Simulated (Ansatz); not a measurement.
Correlation energies of ClF$_{2}$GeH, SMILES `[F][GeH]([F])[Cl]` by basis set

Cartesian coordinates in Å:
```
F -0.349 -0.958 1.361
Ge -0.115 0.026 -0.022
F 0.362 1.554 0.589
Cl 1.507 -0.768 -1.112
H -1.404 0.146 -0.817
```

Total charge 0; spin multiplicity 1. Correlated methods include outer-core shells of Ge, which these sets cover unevenly. Scalar relativity is left out up to krypton. The geometry is a stationary point of PBE0-D4/def2-TZVP. Frozen core, restricted reference, Ansatz 0.2.0.

```tsv
basis	HF (Eh)	MP2 corr.	CCSD corr.	(T)	CCSD(T) total
def2-SVP	-2733.87225	-0.72870	-0.73947	-0.01466	-2734.62638
def2-TZVPP	-2734.56002	-0.93457	-0.94812	-0.03196	-2735.54010
def2-QZVPP	-2734.62510	-1.26562	–	–	–
```
